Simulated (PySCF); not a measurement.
**Orbital energies and ionisation energy**

C2H8OSSi2.
Numbering: `[CH2:1]=[CH:2][O:3][SiH2:4][S:5][SiH3:6]` (hydrogens: H7, H8 on C1; H9 on C2; H10, H11 on Si4; H12, H13, H14 on Si6)

Cartesian coordinates in Å at the PBE0-D3(BJ)/def2-SVP level; atoms count from 1:
```xyz
14
C2H8OSSi2 angstrom
C     -2.5944   -0.0052   -0.6867
C     -2.1767    1.1389   -0.1399
O     -0.9092    1.4574    0.1950
Si     0.4496    0.4937    0.0241
S      2.0163    1.7148    0.8078
Si     3.6550    0.3557    0.4819
H     -1.9173   -0.8301   -0.9277
H     -3.6535   -0.1389   -0.9090
H     -2.8709    1.9532    0.0932
H      0.6820    0.1659   -1.4126
H      0.2953   -0.7667    0.8070
H      3.4461   -0.9268    1.2185
H      3.8193    0.0473   -0.9702
H      4.8627    1.0543    1.0000
```

Level: CAM-B3LYP/def2-SVPD (PySCF). Frontier orbitals with their largest atomic shares (Löwdin; up to four atoms above 4 %):

```
orbital  ε (eV)                            main atoms
 HOMO−3  -11.11     O3 36 %, S5 20 %, Si6 9 %, C2 9 %
 HOMO−2  -10.34   S5 53 %, Si4 13 %, Si6 10 %, O3 5 %
 HOMO−1   -8.88            S5 66 %, Si4 11 %, Si6 9 %
   HOMO   -8.48                                     ?
   LUMO    0.61  Si4 22 %, S5 21 %, Si6 20 %, H10 8 %
 LUMO+1    0.72  Si6 30 %, S5 26 %, H14 10 %, H13 9 %
 LUMO+2    1.01  Si6 33 %, S5 22 %, Si4 16 %, H12 9 %
```

What vertical ionisation energy does ΔSCF give, and how far is −ε(HOMO) from it?

ΔSCF: 9.28 eV (896 kJ/mol; threshold wavelength 134 nm); ⟨S²⟩ of the doublet left behind is 0.761, against 0.75 for a pure doublet. −ε(HOMO) is 8.48 eV, 0.80 eV below it. In exact Kohn–Sham theory the two would be equal; CAM-B3LYP (range-separated hybrid) falls short of its own ΔSCF value by 9 %.

On which atoms does the HOMO lie?

C1 (terminal =CH2 carbon) 37 %, C2 (vinylic carbon bearing oxygen) 26 %, O3 (silyl ether oxygen) 22 %, so no atom holds as much as 40 %. The HOMO−1 lies 0.40 eV lower.

What kinetic energy would electrons from this vertical process carry with He I light (21.218 eV)?

21.22 − 9.28 = 11.94 eV.

What total energies stand behind the ΔSCF value?

E(N) = -1133.01516 Eh and E(N − 1) = -1132.67406 Eh at the same geometry, 0.34110 Eh apart.

The structure is a single PBE0-D3(BJ)/def2-SVP conformer in the gas phase; no vibrational or solvent corrections.

The run behind these numbers computed excited states and ΔSCF ions as well. Time: 3.4 min of wall time; peak memory 1.1 GiB. Hardware: an Arm Neoverse V2 with one thread (shared host).
